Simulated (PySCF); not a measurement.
Species: CH₅NO₂Si.
Cartesian coordinates in Å at the PBE0-D3(BJ)/def2-SVP level; atoms count from 1:
```
atom  x, y, z in Å
N1     1.766    0.143    0.194
C2     0.605    0.002   -0.477
O3     0.554   -0.112   -1.696
Si4   -1.123   -0.040    0.391
O5    -2.095   -0.215   -0.935
H6     1.795    0.246    1.198
H7     2.638    0.162   -0.327
H8    -1.372    1.226    1.142
H9    -1.217   -1.185    1.344
H10   -1.501   -0.244   -1.708
```

Computed with TDDFT B3LYP/def2-SVPD, vertical, gas phase, core orbitals frozen in the response in PySCF.

Each state is given a Gaussian of 0.25 eV full width at half maximum, with ε(max) = 2.175×10⁸ f / Δν̃ (Δν̃ the width in cm⁻¹). The width is an assumption, not a result. The curve ends short of the highest state used, and states not computed would add to its high-energy end.

```
E (eV)  ε (L mol⁻¹ cm⁻¹)
  4.62                 1
  4.66                 2
  4.71                 9
  4.76                27
  4.81                68
  4.85               120
  4.90               201
  4.95               268
  4.99               288
  5.04               258
  5.09               185
  5.14               107
  5.18                58
  5.23                23
  5.28                 7
  5.33                 2
  5.37                 0
  5.42                 0
  5.47                 0
  5.52                 0
  5.56                 0
  5.61                 0
  5.66                 0
  5.71                 1
  5.75                 4
  5.80                16
  5.85                56
  5.90               157
  5.94               305
  5.99               574
  6.04               864
  6.09              1042
  6.13              1032
  6.18               836
  6.23               545
  6.28               298
  6.32               201
  6.37               273
  6.42               698
  6.47              1689
  6.51              2975
  6.56              5009
  6.61              6888
  6.66              7805
  6.70              7564
  6.75              6241
  6.80              4402
  6.85              2726
  6.89              1805
  6.94              1365
  6.99              1828
  7.04              3341
  7.08              5420
  7.13              9114
  7.18             13700
  7.23             18484
```

**Question.** Locate the maxima and give the states behind the curve.

**Answer.** 248 nm (4.99 eV), ε about 290, made up of S1 (100%); 203 nm (6.11 eV), ε about 1100, made up of S2 (100%); 186 nm (6.67 eV), ε about 7800, made up of S3 (79%) and S4 (19%) (ε in L mol⁻¹ cm⁻¹; maxima over ε = 5, shares over 10%). At its high-energy end, 7.23 eV, the curve is still rising (ε about 18000, from S7 and S8). The states used: S1 4.99 eV (f 0.0027); S2 6.11 eV (f 0.0098); S3 6.65 eV (f 0.059); S4 6.76 eV (f 0.020); S5 6.79 eV (f 0.0018); S6 7.10 eV (f 0.012); S7 7.23 eV (f 0.101); S8 7.38 eV (f 0.180); S9 7.46 eV (f 0.0001); S10 7.83 eV (f 0.0067).

**Question.** What would ε be at 6.67 eV, the highest of these maxima, with half the width (0.125 eV)?

**Answer.** About 12600 L mol⁻¹ cm⁻¹ against 7830, a factor of about 1.6; a lone state at its own centre would give exactly 2.

**Question.** On this curve, what absorbance would a 10⁻⁵ mol/L sample give at 254 nm over a 1 cm path?

**Answer.** 254 nm is 4.881 eV, where ε is about 170 L mol⁻¹ cm⁻¹, so A = ε c l ≈ 0.0017 (Beer–Lambert, with the gas-phase spectrum and the assumed width).

**Question.** Does any computed singlet lie in the visible range?

**Answer.** No computed singlet lies in the visible range (380 to 750 nm); the lowest, at 248 nm, stands 1.73 eV above its violet end (3.26 eV).

The vertical ionisation energy (ΔSCF) is 9.80 eV, 1.97 eV above S10.

One conformer stands for the species.
